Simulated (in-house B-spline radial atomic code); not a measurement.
Configurations of Si²⁺, with energies counted from [Ne] 3s2. Level of theory: scalar-relativistic (X2C) BHandHLYP, spin-polarised, spherical fractional occupations, exact exchange averaged over the configuration, Fermi nucleus of rms radius 3.1224 fm; calculated with a B-spline radial code for spherical atoms. Shells without spins written out take the highest spin.

Occupations are held fixed; configurations that lie above the ionisation limit could autoionise.

```tsv
configuration	E - E(ref) (eV)	highest orbital	its <r> (bohr)
[Ne] 3s1 4s1	18.933	4s up	4.352
[Ne] 3s1 4p1	21.455	4p up	4.952
[He] 2s2 2p5 3s2 4s1	118.25	4s up	4.141
[He] 2s1 2p6 3s2 4s1	166.27	4s up	4.143
[He] 2s1 2p6 3s2 4p1	168.92	4p up	4.681
[He] 2s1 2p6 3s2 4f1	173.6	4f up	5.68
```

Q: Order these further configurations by energy, lowest first.
A. [He] 2s2 2p5 3s2 3d1
B. [He] 2s2 2p5 3s2 4f1
C. [Ne] 3s1 3d1
D. [He] 2s2 2p5 3s2 4p1
E. [He] 2s2 2p5 3s2 4d1

A: C (17.383 eV), A (116.05 eV), D (120.89 eV), E (124.29 eV), B (125.59 eV).

Q: How far above the reference does [He] 2s1 2p6 3s2 3p1 lie?

A: 151.96 eV; its least bound orbital is 3p up with <r> = 2.013 bohr.
